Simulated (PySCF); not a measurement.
Si(All)(H)2(OH) (C₃H₈OSi), SMILES C=CC[SiH2]O. Atoms are numbered in the order given.

```xyz
13

Si     0.6711     0.4651     0.9699
O      2.0067     0.0174     0.0755
C     -0.8352    -0.5857     0.5215
C     -0.9877    -0.6533    -0.9624
C     -1.7987     0.1067    -1.7044
H      1.0518     0.2677     2.3967
H      0.3168     1.8996     0.7240
H      1.9607     0.2104    -0.8655
H     -0.7016    -1.5917     0.9528
H     -1.7196    -0.1302     0.9988
H     -0.3308    -1.3684    -1.4746
H     -1.8214     0.0184    -2.7935
H     -2.4755     0.8373    -1.2492
```
Charge 0, spin multiplicity 1.

Coordinates come from a PBE0-D3(BJ)/def2-SVP optimisation. The values are those of a single conformer.

The numbers are results of PBE/pcSseg-1 (PySCF), not measurements.

GIAO shieldings, no solvent; atoms listed in one row are averaged. δ = σ(ref) − σ: ²⁹Si against TMS (σ = 335.4 ppm); ¹⁷O against H2O (σ = 334.3 ppm); ¹³C against TMS (σ = 182.0 ppm); ¹H against TMS (σ = 31.49 ppm), references at their B3LYP-D3(BJ)/def2-TZVP geometries, non-relativistic.

Computed chemical shifts:
| nucleus | atoms | count | δ (ppm) |
|---|---|---|---|
| ²⁹Si | Si1 | 1 | -8.5 |
| ¹⁷O | O2 | 1 | 20.1 |
| ¹³C | C4 | 1 | 142.6 |
| ¹³C | C5 | 1 | 122.0 |
| ¹³C | C3 | 1 | 31.1 |
| ¹H | H11 | 1 | 6.36 |
| ¹H | H12, H13 | 2 | 5.54 |
| ¹H | H6, H7 | 2 | 5.39 |
| ¹H | H9 | 1 | 2.43 |
| ¹H | H10 | 1 | 1.71 |
| ¹H | H8 | 1 | 0.97 |
